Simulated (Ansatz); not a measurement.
A nudged elastic band was laid between two geometries of FH2NOSi (6 atoms, charge 0, multiplicity 1).

Method: RKS BHLYP/def2-SVPD (Ansatz 0.2.0).

```json
{
 "movable images": "5",
 "climbing image": "yes",
 "spring": "5.0 eV/Å²",
 "optimiser": "quadratic models (default)",
 "start path": "through a guess of the saddle point",
 "force threshold": "0.05 eV/Å",
 "iteration limit": "60",
 "end points": "relaxed"
}
```

Initial state:

```xyz
6
Properties=species:S:1:pos:R:3
N -0.262 0.827 -0.164
Si 0.290 -0.692 0.239
O 1.170 -1.124 1.389
F -0.320 -1.657 -0.881
H -0.030 1.640 0.376
H -0.848 1.004 -0.959
```

Final state:

```xyz
6
Properties=species:S:1:pos:R:3
N -0.670 0.960 -0.715
Si -0.014 -0.323 -0.102
O 0.912 -0.325 1.224
F -0.039 -1.861 -0.531
H 1.062 0.515 1.653
H -1.251 1.033 -1.529
```

Q: What changes between the two ends?

A: Bonds broken: N1–H5. Bonds formed: O3–H5.

Q: What energy profile does the band end with?

A: The forces met the threshold. The highest image is number 3 of 0 to 6, 260.5 kJ/mol above the first end and 192.7 kJ/mol above the last; the last end lies 67.7 kJ/mol above the first. Neighbouring images differ by up to 1.6 eV, so the band resolves the path poorly. A vibrational analysis at the climbing image gives one clearly imaginary mode, 2029i cm⁻¹: a first-order saddle point. The orbitals stay closed-shell, which can raise the energy where a bond breaks towards radicals; this wasn't checked here.

| image | path coordinate (Å) | energy (kJ/mol) | N1–H5 (Å) | O3–H5 (Å) |
| --- | --- | --- | --- | --- |
| 0 | 0.00 | 0.0 | 1.00 | 3.18 |
| 1 | 0.54 | 21.4 | 1.01 | 2.64 |
| 2 | 1.07 | 104.5 | 1.05 | 1.99 |
| 3 | 1.61 | 260.5 | 1.38 | 1.32 |
| 4 | 2.12 | 146.4 | 1.95 | 0.99 |
| 5 | 2.63 | 84.3 | 2.49 | 0.96 |
| 6 | 3.14 | 67.7 | 2.97 | 0.95 |

Q: What is the geometry of the highest image?

A: 
```xyz
6
Properties=species:S:1:pos:R:3
N -0.389 0.839 -0.346
Si 0.096 -0.654 -0.030
O 0.932 -0.316 1.255
F -0.114 -2.072 -0.695
H 0.405 0.806 0.788
H -0.930 1.398 -0.972
```

Time of the run: 87 s on 2 threads of Arm Neoverse V2, on a shared host, peak memory 0.21 GiB.
